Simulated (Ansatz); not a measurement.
`[CH3][Ta](=[S])([Cl])[Cl]` + `ClC1=C[SiH2]1` → `[S]=[Ta]([Cl])([Cl])[Cl]` + `CC1=C[SiH2]1` at 400 K and 1 bar (redistribution).

Program: Ansatz. Geometries: PBE0-D4/def2-TZVP. ΔE: electronic, gas phase. CCSD(T)/CBS adds triple-zeta CCSD(T) − MP2 to the extrapolated MP2 energy (def2 sets, frozen cores). def2 core potentials past Kr. For Ta outer-core shells are correlated without core-valence functions, which leaves a few kJ/mol of doubt a bond.

```json
{"species": "`[CH3][Ta](=[S])([Cl])[Cl]`", "CCSD(T)/CBS energy (Eh)": "-1414.26851", "H − E (kJ/mol)": "138.7", "S (J/(mol·K))": "427.7"}
{"species": "`ClC1=C[SiH2]1`", "CCSD(T)/CBS energy (Eh)": "-826.68601", "H − E (kJ/mol)": "124.1", "S (J/(mol·K))": "320.9"}
{"species": "`[S]=[Ta]([Cl])([Cl])[Cl]`", "CCSD(T)/CBS energy (Eh)": "-1834.25051", "H − E (kJ/mol)": "46.4", "S (J/(mol·K))": "402.7"}
{"species": "`CC1=C[SiH2]1`", "CCSD(T)/CBS energy (Eh)": "-406.77515", "H − E (kJ/mol)": "223.2", "S (J/(mol·K))": "328.7"}
```

H − E and S are ideal-gas, rigid-rotor, harmonic terms from PBE0-D4/def2-TZVP. 1 Eh = 2625.50 kJ/mol, R = 8.31446 J/(mol·K).

Problem. By hand: ΔE, ΔH, ΔS and ΔG.

Solution. ΔE = (-1834.25051) + (-406.77515) − (-1414.26851) − (-826.68601) = -0.07114 Eh = -186.8 kJ/mol. Δ(H − E) = 46.4 + 223.2 − 138.7 − 124.1 = 6.8, so ΔH = -180.0 kJ/mol. ΔS = 402.7 + 328.7 − 427.7 − 320.9 = -17.2 J/(mol·K). ΔG = -180.0 − 400 × (-17.2)/1000 = -173.1 kJ/mol.

Problem. By hand: the equilibrium constant, and the temperature at which ΔG would vanish if ΔH and ΔS stayed fixed.

Solution. log₁₀ K = −ΔG/(RT ln 10) = 22.6. ΔG = 0 at ΔH/ΔS = 10465 K, far beyond where these terms or the molecules hold.

ΔH outweighs TΔS. A doubt of 5 kJ/mol in ΔE shifts log₁₀ K by 0.7 here. These are equilibria of isolated gas molecules and say nothing of rates. Largest T1 diagnostic: 0.020 (customary marks: 0.02 for closed shells, 0.045 for open ones).
